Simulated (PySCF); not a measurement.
```xyz
6
charge 0 multiplicity 1, angstrom
Re   -0.0179    0.0019    0.0000
H     0.0001   -0.8295   -1.4211
H     1.4216   -0.1268    0.6902
H     1.4216   -0.1268   -0.6902
H     0.0001   -0.8295    1.4211
H     0.4620    1.5622    0.0000
```

Computed with PySCF, PBE0, basis Re def2-TZVP with ECP60, H def2-TZVP (scalar-relativistic core potentials, no spin–orbit coupling, density fitting).

This geometry of ReH5 is a stationary point at this level.

**Question.** What is the point group?

**Answer.** Cs.

**Question.** Is it a minimum?

**Answer.** Yes: all harmonic wavenumbers are real.

**Question.** List the harmonic modes with their infrared intensities.

**Answer.** 
| symmetry | ω (cm⁻¹) | IR (km/mol) | type |
| --- | --- | --- | --- |
| a'' | 238 | 7.0 | bend |
| a' | 349 | 46.2 | bend |
| a' | 776 | 26.0 | bend |
| a'' | 883 | 93.8 | bend |
| a' | 926 | 50.0 | bend |
| a'' | 977 | 2.6 | bend |
| a' | 990 | 51.4 | bend |
| a'' | 2133 | 164 | stretch |
| a' | 2136 | 51.3 | stretch |
| a' | 2153 | 100 | stretch |
| a' | 2269 | 16.9 | stretch |
| a'' | 2301 | 12.3 | stretch |

**Question.** Give the atomic charges and bond orders.

**Answer.** 
```json
{"atom": "Re1", "Mulliken": "-0.16", "Löwdin": "-0.12", "polar tensor": "0.52", "Mayer order to Re1": "–"}
{"atom": "H2,5", "Mulliken": "-0.03", "Löwdin": "-0.02", "polar tensor": "-0.17", "Mayer order to Re1": "0.98"}
{"atom": "H3,4", "Mulliken": "0.11", "Löwdin": "0.08", "polar tensor": "0.01", "Mayer order to Re1": "0.88"}
{"atom": "H6", "Mulliken": "0.01", "Löwdin": "-0.01", "polar tensor": "-0.18", "Mayer order to Re1": "1.01"}
```

Stability towards spin polarisation was not tested. Only a few start shapes were tried, so a lower isomer may exist. Spin–orbit coupling, left out here, can matter for elements this heavy.
